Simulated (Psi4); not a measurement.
OSi, charge +1, doublet, geometry from GFN2-xTB (a state made from the parent by changing its charge; the spin is typed, not shown lowest); R2SCAN/def2-SVP (Psi4).

The Psi4 input:
```
memory 2 GB

molecule {
1 2
  Si   -0.00000000   -0.00000000   -0.54024550
  O     0.00000000    0.00000000    0.94542963
}

set basis def2-svp
set reference uks
set scf_type pk
set puream true
set d_convergence 1e-8
set dft_radial_points 99
set dft_spherical_points 590

energy('r2scan')
print_variables()
```

It wrote (shortened):

```
   => Loading Basis Set <=

    Name: DEF2-SVP
    Role: ORBITAL
    Keyword: BASIS

         ---------------------------------------------------------
                                   SCF
               by Justin Turney, Rob Parrish, Andy Simmonett
                          and Daniel G. A. Smith
                              UKS Reference
         ---------------------------------------------------------

  ==> Geometry <==

    Molecular point group: c2v
    Full point group: C_inf_v

    Geometry (in Angstrom), charge = 1, multiplicity = 2:

       Center              X                  Y                   Z               Mass
    ------------   -----------------  -----------------  -----------------  -----------------
         SI           0.000000000000     0.000000000000    -0.540419646597    27.976926534650
         O            0.000000000000     0.000000000000     0.945255483403    15.994914619570

  Running in c2v symmetry.

  Rotational constants: A = ************  B =      0.75048  C =      0.75048 [cm^-1]
  Rotational constants: A = ************  B =  22498.94813  C =  22498.94813 [MHz]
  Nuclear repulsion =   39.892871865627853

  Charge       = 1
  Multiplicity = 2
  Electrons    = 21
  Nalpha       = 11
  Nbeta        = 10

  ==> Algorithm <==

  SCF Algorithm Type is PK.
  DIIS enabled.
  MOM disabled.
  Fractional occupation disabled.
  Guess Type is SAD.
  Energy threshold   = 1.00e-06
  Density threshold  = 1.00e-08
  Integral threshold = 1.00e-12

  ==> Primary Basis <==

  Basis Set: DEF2-SVP
    Blend: DEF2-SVP
    Number of shells: 14
    Number of basis functions: 32
    Number of Cartesian functions: 34
    Spherical Harmonics?: true
    Max angular momentum: 2

  ==> DFT Potential <==

   => LibXC <=

    Version 7.1.2
    S. Lehtola, C. Steigemann, M. J. T. Oliveira, and M. A. L. Marques,  SoftwareX 7, 1–5 (2018) (10.1016/j.softx.2017.11.002)

   => Composite Functional: R2SCAN <=

    r2SCAN Meta-GGA XC Functional  (0.1021/acs.jpclett.0c02405)
    J. W. Furness, A. D. Kaplan, J. Ning, J. P. Perdew, J. Sun  J. Phys. Chem. Lett.  11, 8208–8215, 2020

    Deriv               =              1
    GGA                 =           TRUE
    Meta                =           TRUE

    Exchange Hybrid     =          FALSE
    MP2 Hybrid          =          FALSE

   => Exchange Functionals <=

    1.0000   XC_MGGA_X_R2SCAN

   => Correlation Functionals <=

    1.0000   XC_MGGA_C_R2SCAN

   => LibXC Density Thresholds  <==

    XC_MGGA_C_R2SCAN:  1.00E-15
    XC_MGGA_X_R2SCAN:  1.00E-11

   => Molecular Quadrature <=

    Radial Scheme          =       TREUTLER
    Pruning Scheme         =           NONE
    Nuclear Scheme         =       TREUTLER

    Blocking Scheme        =         OCTREE
    BS radius alpha        =              1
    Pruning alpha          =              1
    Radial Points          =             99
    Spherical Points       =            590
    Total Points           =         110306
    Total Blocks           =            903
    Max Points             =            256
    Max Functions          =             32
    Weights Tolerance      =       1.00E-15

  ==> Integral Setup <==

  Using in-core PK algorithm.
   Calculation information:
      Number of atoms:                   2
      Number of AO shells:              14
      Number of primitives:             30
      Number of atomic orbitals:        34
      Number of basis functions:        32

      Integral cutoff                 1.00e-12
      Number of threads:                 1

  Performing in-core PK
  Using 279312 doubles for integral storage.
  We computed 5460 shell quartets total.
  Whereas there are 5565 unique shell quartets.

  ==> DiskJK: Disk-Based J/K Matrices <==

    J tasked:                  Yes
    K tasked:                   No
    wK tasked:                  No
    Schwarz Cutoff:          1E-12

  Minimum eigenvalue in the overlap matrix is 2.4669242545E-02.
[...]

                        Total Energy        Delta E     RMS |[F,P]|

   @UKS iter SAD:  -364.03664820501137   -3.64037e+02   0.00000e+00
   @UKS iter   1:  -363.75164202582130    2.85006e-01   4.22126e-02 ADIIS/DIIS
   @UKS iter   2:  -358.23861094985153    5.51303e+00   1.33044e-01 ADIIS
   @UKS iter   3:  -363.15199735956435   -4.91339e+00   7.36120e-02 ADIIS/DIIS
   @UKS iter   4:  -364.03649710181844   -8.84500e-01   1.65948e-02 ADIIS/DIIS
   @UKS iter   5:  -364.07862075372083   -4.21237e-02   1.53532e-03 ADIIS/DIIS
   @UKS iter   6:  -364.07925145633720   -6.30703e-04   3.89549e-04 ADIIS/DIIS
   @UKS iter   7:  -364.07939605681889   -1.44600e-04   1.02504e-04 ADIIS/DIIS
   @UKS iter   8:  -364.07941182693554   -1.57701e-05   4.60093e-05 DIIS
   @UKS iter   9:  -364.07941233985292   -5.12917e-07   1.05758e-05 DIIS
   @UKS iter  10:  -364.07941235493473   -1.50818e-08   4.15240e-06 DIIS
   @UKS iter  11:  -364.07941235820169   -3.26696e-09   9.34490e-07 DIIS
   @UKS iter  12:  -364.07941235837279   -1.71099e-10   1.39160e-07 DIIS
   @UKS iter  13:  -364.07941235837598   -3.18323e-12   5.34664e-08 DIIS
   @UKS iter  14:  -364.07941235837660   -6.25278e-13   2.88991e-09 DIIS
  Energy and wave function converged.

  ==> Post-Iterations <==

   Electrons on quadrature grid:
      Nalpha   =   11.0000000445 ; deviation = 4.452e-08
      Nbeta    =   10.0000000438 ; deviation = 4.378e-08
      Ntotal   =   21.0000000883 ; deviation = 8.829e-08

   @Spin Contamination Metric:   8.839992783E-03
   @S^2 Expected:                7.500000000E-01
   @S^2 Observed:                7.588399928E-01
   @S   Expected:                5.000000000E-01
   @S   Observed:                5.000000000E-01

    Orbital Energies [Eh]
    ---------------------

    Alpha Occupied:

[...]
    Alpha Virtual:

[...]
    Beta Occupied:

[...]
       2B1    -0.616717

    Beta Virtual:

[...]
      16A1     3.001747

    Final Occupation by Irrep:
             A1    A2    B1    B2
    DOCC [     6,    0,    2,    2 ]
    SOCC [     1,    0,    0,    0 ]
    NA   [     7,    0,    2,    2 ]
    NB   [     6,    0,    2,    2 ]

  @UKS Final Energy:  -364.07941235837660

   => Energetics <=

    Nuclear Repulsion Energy =             39.8928718656278534
    One-Electron Energy =                -576.3100891142348701
    Two-Electron Energy =                 201.4201057131949710
    DFT Exchange-Correlation Energy =     -29.0823008229645659
    Empirical Dispersion Energy =           0.0000000000000000
    VV10 Nonlocal Energy =                  0.0000000000000000
    Total Energy =                       -364.0794123583766009

  UHF NO Occupations:
  HONO-2 :    2 B1 1.9997569
  HONO-1 :    6 A1 1.9961943
  HONO-0 :    7 A1 1.0000000
  LUNO+0 :    8 A1 0.0038057
  LUNO+1 :    3 B1 0.0002431
  LUNO+2 :    3 B2 0.0002431
  LUNO+3 :    9 A1 0.0001322

Computation Completed

Properties will be evaluated at   0.000000,   0.000000,   0.000000 [a0]

Properties computed using the SCF density matrix

 Multipole Moments:

 ------------------------------------------------------------------------------------
     Multipole            Electronic (a.u.)      Nuclear  (a.u.)        Total (a.u.)
 ------------------------------------------------------------------------------------

 L = 1.  Multiply by 2.5417464519 to convert [e a0] to [Debye]
 Dipole X            :          0.0000000            0.0000000            0.0000000
 Dipole Y            :          0.0000000            0.0000000            0.0000000
 Dipole Z            :         -1.7563481           -0.0072399           -1.7635880
 Magnitude           :                                                    1.7635880

 ------------------------------------------------------------------------------------

  Variable Map:
  ----------------------------------------------------------------------------
[...]
  Array Variable Map:
  ----------------------------------------------------------------------------
[...]
[...]
```
